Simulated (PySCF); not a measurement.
## Curvature of the energy in the electron number along the 3d series, charge +2

Calculated with PySCF 2.14, in x2c-TZVPall, spin-free X2C: one orbital is emptied in steps, and each cell gives the departure of E from the straight line at half an electron, in eV (from a cubic fit). The exact functional gives zero.

```tsv
species	orbital	LDA	PBE	r2SCAN	PBE0	BHandHLYP	LC-wPBE	wB97X	UHF
Sc²⁺	3d alpha	-1.76	-1.72	-1.59	-1.24	-0.77	-0.52	-0.58	0.19
Ti²⁺	3d alpha	-1.86	-1.82	-1.73	-1.29	-0.77	-0.59	-0.64	0.29
V²⁺	3d alpha	-1.95	-1.91	-1.78	-1.33	-0.77	-0.64	-0.68	0.38
Cr²⁺	3d alpha	-2.05	-1.99	-1.84	-1.37	-0.76	-0.70	-0.72	0.47
Mn²⁺	3d alpha	-2.14	-2.09	-1.94	-1.42	-0.77	-0.77	-0.79	0.56
Fe²⁺	3d beta	-2.05	-1.99	-1.81	-1.33	-0.70	-0.69	-0.70	0.60
Co²⁺	3d beta	-2.17	-2.10	-1.94	-1.39	-0.70	-0.77	-0.77	0.71
Ni²⁺	3d beta	-2.25	-2.18	-2.01	-1.43	-0.69	-0.83	-0.81	0.81
Cu²⁺	3d beta	-2.34	-2.26	-2.05	-1.46	-0.67	-0.89	-0.86	0.90
Zn²⁺	3d beta	-2.43	-2.36	-2.15	-1.51	-0.67	-0.98	-0.91	1.00
```

**Question.** How does the mean departure depend on the functional?

**Answer.** LDA -2.10 eV; PBE -2.04 eV; r2SCAN -1.88 eV; PBE0 -1.38 eV; BHandHLYP -0.73 eV; LC-wPBE -0.74 eV; wB97X -0.75 eV; UHF 0.59 eV. Semilocal functionals are convex (delocalisation error), Hartree-Fock is concave or straight, and exact exchange removes curvature roughly in proportion to its share, so among the functionals the range-separated hybrids usually come closest to zero.
